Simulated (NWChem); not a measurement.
Species: PbSiNH$_{5}$, singlet; SMILES [NH2][Pb][SiH3]

```xyz
8

Pb    -0.2242     0.4344     0.0000
N      1.8986     0.5961     0.0000
H      2.3952     1.4824     0.0004
H      2.5475    -0.1854    -0.0004
Si     0.0013    -2.3166     0.0000
H     -0.6440    -2.9443     1.2035
H      1.4355    -2.7677    -0.0060
H     -0.6546    -2.9459    -1.1969
```
Atoms are numbered in this order, from 1.

Program: NWChem. Low-valent species are run as closed-shell singlets; no triplet was tried in these runs. Coordinates come from a PBE0/def2-SVP optimisation. Not confirmed as a minimum by frequencies. def2 effective core potentials on Pb; no spin-orbit coupling. Ions are spin-unrestricted doublets at the neutral geometry; other ion states weren't tried.

Problem. Predict the results for B3LYP/def2-SVP. Quantities: vertical ionisation energy, ΔSCF (eV); −ε(HOMO) (eV).

Solution. 
```
Item                                   Value
-------------------------------------  -----
vertical ionisation energy, ΔSCF (eV)   8.06
−ε(HOMO) (eV)                           5.91
```
